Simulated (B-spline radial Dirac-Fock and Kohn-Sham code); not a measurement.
K-shell conversion coefficients of Lu against transition energy

Level of theory: a Dirac-Hartree-Slater potential of the neutral atom with a Latter tail (no hole, which puts coefficients of high multipoles low close above an edge), finite nucleus with surface currents; a B-spline atomic structure program. Subshells within 1 keV of threshold and pair formation are left out.

| energy (keV) | E1 | E2 | E5 | M1 | M3 | M4 |
| --- | --- | --- | --- | --- | --- | --- |
| 92 | 0.357 | 1.15 | 15.0 | 3.92 | 127 | 406 |
| 94.8 | 0.331 | 1.09 | 16.3 | 3.60 | 116 | 385 |
| 100 | 0.288 | 0.979 | 18.0 | 3.09 | 98.2 | 344 |
| 116 | 0.196 | 0.704 | 18.6 | 2.02 | 59.8 | 228 |
| 177 | 0.0655 | 0.233 | 7.87 | 0.610 | 12.7 | 48.2 |
| 181 | 0.0619 | 0.219 | 7.36 | 0.573 | 11.7 | 44.1 |
| 200 | 0.0479 | 0.166 | 5.41 | 0.434 | 8.00 | 29.4 |
| 203 | 0.0461 | 0.159 | 5.15 | 0.417 | 7.56 | 27.6 |
| 253 | 0.0264 | 0.0860 | 2.46 | 0.227 | 3.30 | 11.1 |
| 287 | 0.0194 | 0.0608 | 1.58 | 0.162 | 2.06 | 6.57 |
| 341 | 0.0128 | 0.0382 | 0.856 | 0.102 | 1.10 | 3.23 |
| 426 | 0.00763 | 0.0215 | 0.391 | 0.0566 | 0.496 | 1.32 |
| 500 | 0.00535 | 0.0145 | 0.226 | 0.0373 | 0.285 | 0.702 |
| 825 | 0.00192 | 0.00478 | 0.0452 | 0.0105 | 0.0561 | 0.112 |
| 961 | 0.00144 | 0.00351 | 0.0288 | 0.00717 | 0.0354 | 0.0669 |
| 1000 | 0.00134 | 0.00324 | 0.0257 | 0.00651 | 0.0314 | 0.0586 |
| 1580 | 0.000598 | 0.00135 | 0.00751 | 0.00214 | 0.00869 | 0.0142 |
| 1800 | 0.000482 | 0.00106 | 0.00542 | 0.00157 | 0.00616 | 0.00979 |
| 1840 | 0.000465 | 0.00102 | 0.00514 | 0.00149 | 0.00581 | 0.00920 |
| 2000 | 0.000406 | 0.000878 | 0.00420 | 0.00123 | 0.00469 | 0.00730 |

Question: How fast do they fall between 1800 and 2000 keV?

Answer: As powers of the energy: E1 E^-1.63, E2 E^-1.82, E5 E^-2.43, M1 E^-2.37, M3 E^-2.59, M4 E^-2.79. Within one type (E or M) the higher multipoles fall faster.

Values without a named source are computed, but for edge energies of neutral atoms, which are taken from tables.
